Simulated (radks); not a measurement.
Results of a calculation; reference values are marked as such.
Valence configurations of Tb I (all share [Xe]). Code: a radial shooting solver on a logarithmic mesh with Libxc functionals. Model: scalar-relativistic Kohn-Sham, PBE, spin-polarised, spherical densities, finite nucleus; open shells are filled with parallel spins first (spin-orbit coupling, left out, can overturn this in heavy ions); Fermi nuclear charge, rms radius 5.06 fm. Energies are relative to 4f9 6s2; eigenvalues in eV for spin up.

| valence | E (eV) | moment (Bohr magnetons) | e(4f) | e(5d) | e(6p) | e(6s) |
|---|---|---|---|---|---|---|
| 4f9 6s2 | 0.000 | 5 | -4.467 | - | - | -3.781 |
| 4f8 5d1 6s2 | 1.226 | 7 | -10.638 | -2.808 | - | -4.405 |
| 4f9 6s1 6p1 | 2.019 | 7 | -5.617 | - | -2.057 | -4.847 |
| 4f7 6s2 6p2 | 14.167 | 9 | -24.811 | - | -3.491 | -7.591 |
| 4f8 5d1 6s1 6p1 | 3.213 | 9 | -11.746 | -3.896 | -2.216 | -5.405 |
| 4f7 5d2 6s2 | 6.520 | 9 | -17.603 | -4.085 | - | -4.811 |
| 4f8 5d1 6s1.5 6p0.5 | 2.316 | 8 | -11.242 | -3.395 | -1.891 | -4.956 |

NIST lists [Xe] 4f9 6s2 as the ground configuration; this level of theory agrees among the configurations tried. The energies are those of spherical high-spin densities, not of single terms. No valid solution was reached for [Xe] 4f9.5 6s1.5; [Xe] 4f10 6s1; [Xe] 4f9 5d1 6s1.
